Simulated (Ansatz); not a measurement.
Program: Ansatz. Geometries: PBE0-D4/def2-TZVP. ΔE: electronic, gas phase. CCSD(T)/CBS is the MP2 limit (def2-TZVPP, def2-QZVPP) plus CCSD(T) − MP2 in def2-TZVPP, frozen cores. This one scheme is used for every species. DFT in def2-TZVPP. def2 core potentials past Kr. For Sn outer-core shells are correlated without core-valence functions, which leaves a few kJ/mol of doubt a bond. One conformer a species, not always the lowest.

Consider the redistribution: `N[Si](O)(F)CF` + `[F][SnH3]` → `N[SiH](O)F` + `F[CH2][SnH2][F]`.

**Question.** Is it downhill or uphill in electronic energy at CCSD(T)/CBS, and by how much? (Best estimate.)

**Answer.** The calculation gave: Uphill: ΔE = +15.6 kJ/mol.

**Question.** What do these levels give: B2PLYP, revPBE, r2SCAN0, CCSD/def2-SVP, HF/CBS(def2), MP2/CBS(def2)? (An estimate is asked.)

**Answer.** Computed: B2PLYP 17.7, revPBE 13.8, r2SCAN0 24.0, CCSD/def2-SVP 23.1, HF/CBS(def2) 22.2, MP2/CBS(def2) 12.3 kJ/mol.

Largest T1 diagnostic among the species: 0.014.

From BLYP to BHLYP (50 % exact exchange), in def2-TZVPP and without D4, ΔE moves by +8.5 kJ/mol. The D4 term adds +3.8 kJ/mol with B3LYP and +2.1 kJ/mol with PBE0; it sums over pairs of atoms, weighted by their polarisabilities, and B3LYP, whose exchange is more repulsive, gets the larger term. In def2-TZVPP, CCSD(T) changes the Hartree–Fock value by −3.8 kJ/mol (the triples alone add −0.8 kJ/mol) and MP2 by −7.1 kJ/mol.

B3LYP here is the variant with VWN-RPA as its local correlation; programs differ in this.
